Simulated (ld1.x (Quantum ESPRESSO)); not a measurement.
**An all-electron radial function and its pseudo partner (tin (Sn))**

Columns: radius, all-electron u(r) and pseudo u(r) of the 5s shell (level -10.47 eV) of tin in the configuration [Kr] 4d10 5s2 5p2; BLYP, scalar-relativistic, TM scheme, ld1.x (Quantum ESPRESSO) 7.5.

| r (bohr) | all-electron | pseudo |
| --- | --- | --- |
| 0.135 | -0.0336 | 0.0194 |
| 0.270 | 0.2236 | 0.0405 |
| 0.405 | -0.0380 | 0.0656 |
| 0.540 | -0.2945 | 0.0967 |
| 0.675 | -0.3489 | 0.1365 |
| 0.810 | -0.2420 | 0.1873 |
| 0.945 | -0.0579 | 0.2510 |
| 1.080 | 0.1407 | 0.3274 |
| 1.215 | 0.3204 | 0.4136 |
| 1.350 | 0.4672 | 0.5032 |
| 1.485 | 0.5780 | 0.5868 |
| 1.620 | 0.6554 | 0.6555 |
| 1.755 | 0.7040 | 0.7031 |
| 1.890 | 0.7287 | 0.7285 |
| 2.025 | 0.7346 | 0.7346 |
| 2.160 | 0.7261 | 0.7261 |
| 2.295 | 0.7067 | 0.7067 |
| 2.430 | 0.6795 | 0.6795 |
| 2.565 | 0.6470 | 0.6470 |
| 2.700 | 0.6111 | 0.6111 |
| 2.835 | 0.5733 | 0.5733 |
| 2.970 | 0.5349 | 0.5349 |
| 3.105 | 0.4966 | 0.4966 |
| 3.240 | 0.4592 | 0.4592 |
| 3.375 | 0.4231 | 0.4231 |
| 3.510 | 0.3886 | 0.3886 |

(1) How many radial nodes do the two functions have?

(2) At about which radius was the pseudo-wave matched?

(3) Is the pseudo-wave norm-conserving?

## Answers

(1) The all-electron 5s function has n − l − 1 = 4 (the table is too coarse to show those close to the nucleus); the pseudo-wave has 0, since the states of the same l below it are removed with the core.

(2) 2.15 bohr. The columns agree to 0.0005 from 1.89 bohr on; several derivatives are matched, so the curves merge somewhat inside the radius.

(3) Yes: the TM scheme keeps the norm inside the radius equal to the all-electron one, which fixes the energy derivative of the logarithmic derivative at the level.
